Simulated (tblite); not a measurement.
Species: C7H10F3P.
Atom-mapped SMILES: `[CH:1]#[C:2][CH2:3][P:4]([CH2:5][CH2:6][CH3:7])[C:8]([F:9])([F:10])[F:11]` (hydrogens: H12 on C1; H13, H14 on C3; H15, H16 on C5; H17, H18 on C6; H19, H20, H21 on C7)

Structure used (GFN2-xTB), in Å, numbered top down from 1:
```
atom  x, y, z in Å
C1     2.9675    2.3332    0.2245
C2     2.6762    1.1749    0.1459
C3     2.3007   -0.2161    0.0505
P4     0.8779   -0.4069   -1.1471
C5    -0.4709    0.3117   -0.0947
C6    -1.8394    0.2130   -0.7689
C7    -2.9160    0.8769    0.0804
C8     0.5833   -2.2286   -0.7048
F9     0.3778   -2.4577    0.6060
F10    1.6477   -2.9695   -1.0526
F11   -0.4746   -2.7384   -1.3489
H12    3.2436    3.3421    0.3000
H13    2.0164   -0.5959    1.0384
H14    3.1452   -0.7985   -0.3334
H15   -0.2033    1.3639    0.0486
H16   -0.4871   -0.1716    0.8879
H17   -1.7938    0.6939   -1.7489
H18   -2.1018   -0.8351   -0.9272
H19   -2.9853    0.3947    1.0532
H20   -3.8839    0.8013   -0.4085
H21   -2.6890    1.9298    0.2339
```

Method: GFN2-xTB as coded in tblite; computed harmonic values from a numerical Hessian at the method's own geometry, unscaled. The method is semi-empirical: single wavenumbers can be off by several per cent or more. One conformer, not necessarily the lowest.

Harmonic wavenumbers (cm⁻¹): 34.8, 43.3, 66.3, 70.3, 92.5, 136.6, 159.3, 198.4, 233.7, 240.8, 267.5, 289.7, 306.3, 366.7, 374.5, 433.9, 471.0, 477.3, 636.5, 643.1, 662.4, 725.6, 751.5, 759.6, 827.6, 860.3, 946.4, 1001.2, 1017.5, 1035.8, 1053.6, 1083.4, 1086.3, 1101.4, 1116.5, 1189.1, 1212.1, 1224.0, 1272.1, 1343.3, 1386.3, 1416.9, 1437.2, 1489.4, 1501.4, 1502.3, 2288.6, 2912.3, 2926.3, 2931.7, 2941.1, 2972.5, 2990.3, 3032.2, 3035.4, 3046.2, 3400.6.

A = 913.9, B = 816.0, C = 491.0 MHz; mass 182.047 u (most abundant isotopes); point group C1, symmetry number 1.

**Question.** Zero-point energy?

**Answer.** ½Σν̃ = 33511 cm⁻¹ = 95.81 kcal/mol.

**Question.** What is S at 200 K and 1 bar for an ideal gas of classical rigid rotors and harmonic oscillators?

**Answer.** Translation 39.55, rotation 29.96, vibration 31.71: S = 101.2 cal/(mol K).

**Question.** And Cp and H(200 K) − H(0)?

**Answer.** Cp = 38.30 cal/(mol K), of which vibrations give 30.36 (their classical limit is 57 R = 113.3); H(200 K) − H(0) = 4.88 kcal/mol without the zero-point energy, 3.29 from vibrations.

**Question.** How do the functions run with temperature in this model?

**Answer.** 
```tsv
T (K)	S (cal/(mol K))	Cp (cal/(mol K))	H − H(0) (kcal/mol)	G − H(0) (kcal/mol)	ln q(vib)
50	65.0	17.2	0.61	-2.65	1.21
100	79.5	25.3	1.67	-6.28	3.39
298.15	118.7	49.8	9.21	-26.18	11.61
373.15	130.7	57.9	13.25	-35.53	14.45
500	149.3	69.3	21.34	-53.32	19.02
750	180.6	84.6	40.73	-94.69	27.27
1000	206.3	94.5	63.20	-143.14	34.62
```

q(vib) and H(0) count from the zero-point level.

**Question.** Blend soft modes into free rotors: weight 1/[1 + (100 cm⁻¹/ν̃)⁴] for the oscillator and the rest for a rotor with moment μB/(μ + B), μ = h/(8π²ν), B = 10⁻⁴⁴ kg m². What vibrational entropy results?

**Answer.** 28.49 cal/(mol K) in place of 31.71, which changes −T·S at 200 K by +0.64 kcal/mol.

**Question.** Which modes carry the vibrational entropy at 200 K?

**Answer.** 34.8 cm⁻¹: 4.74; 43.3 cm⁻¹: 4.31; 66.3 cm⁻¹: 3.48; 70.3 cm⁻¹: 3.36; 92.5 cm⁻¹: 2.83; 136.6 cm⁻¹: 2.10 cal/(mol K); the other 51 give 10.88 together.

Hindered rotation and anharmonicity are outside this model. Other conformers, if any are populated, would add a mixing term that is left out. The structure is chiral; the term R ln 2 for an equal mix with its mirror image is left out.
